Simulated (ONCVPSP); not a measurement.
**zinc ONCV: all-electron and pseudo phase curves**

```json
{
  "Element": "Zn (Z = 30)",
  "Generator": "ONCVPSP 4.0.1",
  "Type": "optimised norm-conserving Vanderbilt (ONCV)",
  "Functional": "LDA (Perdew-Wang 92)",
  "Relativity": "scalar-relativistic",
  "Frozen core": "[Ne]",
  "Valence charge": "20",
  "Reference configuration": "3s2 3p6 3d10 4s2",
  "Partial waves": "3s+4s: rc 0.90 bohr, ncon 3, nbas 8, qcut 14.3 1/bohr, 3 projectors, debl 1.7 Ha; 3p: rc 0.75 bohr, ncon 3, nbas 7, qcut 10.1 1/bohr, 2 projectors, debl 1.7 Ha; 3d: rc 0.95 bohr, ncon 3, nbas 7, qcut 16.8 1/bohr, 2 projectors, debl 3 Ha; f scattering state at 0.14 Ha: rc 0.85 bohr, ncon 3, nbas 7, qcut 12.7 1/bohr, 2 projectors, debl 0.4 Ha",
  "Local potential": "polynomial inside 0.60 bohr (lpopt 2, dvloc0 0 Ha)",
  "Core correction": "Teter function fitted to the true core (icmod 2), fcfact 0.45"
}
```

In the p channel the program set the typed energies aside and used -3.060, 0.250 Ha.

The phase is arctan(r·R′/R) of the radial function R(r), unwrapped; energies in Ha, scanned from -6 to 5 Ha. A pole is an energy at which the radial function vanishes at the test radius. The pseudo phase is shifted by a multiple of π to meet the all-electron one at the reference energy, and phase errors are pseudo minus all-electron; the curves can meet again beyond the range given. Levels narrower than the energy grid can be missing from the lists of poles.

| channel | radius (bohr) | reference energy (Ha) | poles, all-electron | poles, pseudo | unbroken range about the reference energy with phases within 0.05 rad | phase error 1 Ha above the reference energy (rad) |
| --- | --- | --- | --- | --- | --- | --- |
| s | 0.91 | -0.23 | -1.64 | -1.64 | the whole range | +0.000 |
| p | 0.76 | -3.06 | 3.97 | 3.97 | the whole range | +0.000 |
| d | 0.96 | -0.38 | 1.90 | 1.90 | the whole range | +0.000 |
| f | 0.87 | 0.14 | none | none | the whole range | -0.000 |

Phases in the f channel:

```tsv
E (Ha)	all-electron	pseudo
-5.96	1.241	1.241
-5.40	1.230	1.230
-4.84	1.218	1.218
-4.28	1.205	1.205
-3.72	1.191	1.191
-3.16	1.175	1.175
-2.60	1.157	1.157
-2.04	1.137	1.137
-1.48	1.115	1.115
-0.92	1.089	1.089
-0.36	1.060	1.060
0.20	1.026	1.026
0.76	0.987	0.987
1.32	0.941	0.941
1.88	0.887	0.886
2.44	0.821	0.821
3.00	0.740	0.740
3.56	0.642	0.642
4.12	0.521	0.520
4.68	0.373	0.372
```
